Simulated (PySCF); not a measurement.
A structure optimised at r2SCAN-D4/def2-TZVP, used in a PySCF frequency run:

```xyz
3

B      0.0000     0.0000    -0.6295
O      0.0000     0.0000    -1.8385
Cl     0.0000     0.0000     1.0503
```

Q: Write its SMILES, formula and point group.

A: O=BCl, BClO, C∞v

Q: What are its rotational constants (standard atomic weights)?

A: 5.1857 GHz (linear rotor, B only)
